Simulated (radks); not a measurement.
Ionisation of the neon ion Ne2+, [He] 2s2 2p4, to [He] 2s2 2p3 as the strength of local exchange is varied. Method: non-relativistic Kohn-Sham, Slater X-alpha exchange (alpha = 2/3 is LDA exchange), no correlation, spin-polarised, spherical densities, point nucleus; open shells are filled with parallel spins first; computed with a radial shooting solver on a logarithmic mesh with Libxc functionals.

alpha  E(Ne2+) (hartree)  exchange (hartree)  IE (eV)  -e of the level emptied (eV)  <r> of it (bohr)
0.667         -125.28904            -9.91602   60.977                   49.956 (2p)            0.8331
0.72          -126.07889           -10.75615   62.134                   51.152 (2p)            0.8269
0.738         -126.34802           -11.04322   62.531                   51.562 (2p)            0.8249
0.881         -128.50180           -13.35519   65.731                   54.882 (2p)            0.8089
0.985         -130.08574           -15.07158   68.119                   57.369 (2p)            0.7977
x             -126.30313           -10.99532   62.464                   51.493 (2p)            0.8252

Which alpha was used in the last row?

Answer. alpha = 0.735. NIST Atomic Spectra Database: 63.423 eV (measured). The Delta-SCF value meets it near alpha = 0.78. Open shells are spherical and high-spin; term and fine-structure splittings are not resolved.
